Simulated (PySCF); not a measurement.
An element was calculated at PBE (PySCF 2.14, spin-free X2C, a double-zeta basis, no spin-orbit coupling), in the ground configurations that NIST lists.

* first ionisation energy: 6.227 eV
* second ionisation energy: 12.138 eV
* third ionisation energy: 23.796 eV

Which element is it?

Erbium (Er, Z = 68), in cc-pVDZ-X2C. NIST lists 6.108, 11.916 ± 0.02, 22.7 ± 0.03 eV for these ionisation energies.
